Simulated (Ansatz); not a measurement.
`C[B]([GaH2])[TeH]` + NH₃ → `C[B](N)[GaH2]` + H₂Te at 600 K and 1 bar (ligand exchange at a B–Te bond).

Calculated with Ansatz (gas phase, PBE0-D4/def2-TZVP geometries, no zero-point term in ΔE). CCSD(T)/CBS adds triple-zeta CCSD(T) − MP2 to the extrapolated MP2 energy (def2 sets, frozen cores). This one scheme is used for every species. def2 core potentials past Kr. For Ga, Te outer-core shells are correlated without core-valence functions, which leaves a few kJ/mol of doubt a bond. Scalar relativity is left out up to krypton. Each species was taken in one conformer, which may not be the lowest.

```tsv
species	CCSD(T)/CBS energy (Eh)	H − E (kJ/mol)	S (J/(mol·K))
`C[B]([GaH2])[TeH]`	-2258.11451	224.3	485.6
NH₃	-56.50880	112.4	219.5
`C[B](N)[GaH2]`	-2045.72929	275.8	443.5
H₂Te	-268.91024	52.9	255.0
```

H − E and S are ideal-gas, rigid-rotor, harmonic terms from PBE0-D4/def2-TZVP, for one conformer and one mirror image of each species. 1 Eh = 2625.50 kJ/mol, R = 8.31446 J/(mol·K).

Question: By hand: ΔE, ΔH, ΔS and ΔG.

Answer: ΔE = (-2045.72929) + (-268.91024) − (-2258.11451) − (-56.50880) = -0.01622 Eh = -42.6 kJ/mol. Δ(H − E) = 275.8 + 52.9 − 224.3 − 112.4 = -8.0, so ΔH = -50.6 kJ/mol. ΔS = 443.5 + 255.0 − 485.6 − 219.5 = -6.6 J/(mol·K). ΔG = -50.6 − 600 × (-6.6)/1000 = -46.6 kJ/mol.

Question: By hand: the equilibrium constant, and the temperature at which ΔG would vanish if ΔH and ΔS stayed fixed.

Answer: log₁₀ K = −ΔG/(RT ln 10) = 4.1. ΔG = 0 at ΔH/ΔS = 7667 K, far beyond where these terms or the molecules hold.

The number of gas molecules stays the same, so ΔS is small and ΔH decides. A doubt of 5 kJ/mol in ΔE shifts log₁₀ K by 0.4 here. Other conformers and mirror images would add mixing entropy, several J/(mol·K) or more a flexible species. These are equilibria of isolated gas molecules and say nothing of rates. Largest T1 diagnostic: 0.014 (customary marks: 0.02 for closed shells, 0.045 for open ones).
